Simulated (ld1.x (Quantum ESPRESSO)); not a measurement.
N (Z = 7): one change to a PAW potential, before and after

```json
{"Element": "N", "Generator": "ld1.x (Quantum ESPRESSO) 7.5", "Type": "PAW", "Functional": "LDA (PZ)", "Relativity": "non-relativistic", "Frozen core": "[He]", "Valence charge": "5", "Reference configuration": "2s2 2p3", "Partial waves": "2s (bound): rcut 0.70, rcutus 0.85 bohr; 2s channel at -1.05 Ry: rcut 0.70, rcutus 0.85 bohr; 2p (bound): rcut 1.10, rcutus 1.35 bohr; 2p channel at 0.65 Ry: rcut 1.10, rcutus 1.35 bohr", "Local potential": "all-electron potential smoothed inside 0.90 bohr (lloc = -1)", "Core correction": "Bessel-smoothed model core inside 0.65 bohr", "Augmentation charge": "PSQ, inside the norm-conserving radii"}
```

All-electron outer shells of the reference configuration (LDA (PZ), non-relativistic, ld1.x):

```
shell  level (eV)  outermost node (bohr)  outermost maximum (bohr)
   2s      -18.40                   0.32                      1.02
   2p       -7.25                      –                      0.97
```

Change: local potential all-electron potential smoothed inside 0.65 bohr (lloc = -1).

Cutoffs: the cutoffs (Ry, on a coarse ladder) from which the occupation-weighted sum of valence levels, in a spherical-Bessel basis at the reference potential, stays within 10 and 1 mRy of its value at 400 Ry; they do not see the model core or the augmentation charge, which bear on the density cutoff. Errors are all-electron minus pseudo energies relative to the spin-unpolarised reference configuration.

Question: How do hardness, ghosts and transferability respond?

Answer: The potential gets neither clearly harder nor softer (45 Ry and 70 Ry → 45 Ry and 70 Ry); the s channel sets the loose cutoff, while the largest relative change is in p, which becomes softer; of the 9 tests that both files solve, the error grows in 2 and shrinks in 3 by more than 15 % and 0.3 meV (median size 1.0 → 0.6 meV); neither file shows a bound ghost.

```csv
quantity,base,changed
"cutoff, loose",45 Ry,45 Ry
"cutoff, tight",70 Ry,70 Ry
loose cutoff by channel (10 mRy a level),"s 35 Ry, p 35 Ry","s 35 Ry, p 30 Ry"
bound ghosts,none,none
"error for 2s2 2p2, meV [ΔE 13.74 eV]",+0.2,+0.6
"error for 2s2 2p1, meV [ΔE 42.71 eV]",-1.9,0.0
"error for 2s2 2p0, meV [ΔE 89.88 eV]",-3.0,-1.6
"error for 2s1 2p4, meV [ΔE 11.17 eV]",0.0,-0.1
"error for 2s0 2p5, meV [ΔE 22.39 eV]",-0.2,-0.9
"error for 2s1 2p0, meV [ΔE 167.30 eV]",-35,-35
"error for 2s2 2p3.3, meV [ΔE -1.67 eV]",0.0,0.0
"error for 2s2 2p3 (spin-polarised), meV [ΔE -2.89 eV]",-2.4,-2.2
"error for 2s2 2p2 (spin-polarised), meV [ΔE 12.05 eV]",-1.0,-0.5
s: phases at 1.51 bohr within 0.05 rad from the reference energy up to (Ry; the scan ends near 5),to the end of the scan,to the end of the scan
p: phases at 1.51 bohr within 0.05 rad from the reference energy up to (Ry; the scan ends near 5),to the end of the scan,to the end of the scan
lowest overlap eigenvalue by channel,"s 0.57, p 0.93","s 0.56, p 0.93"
```
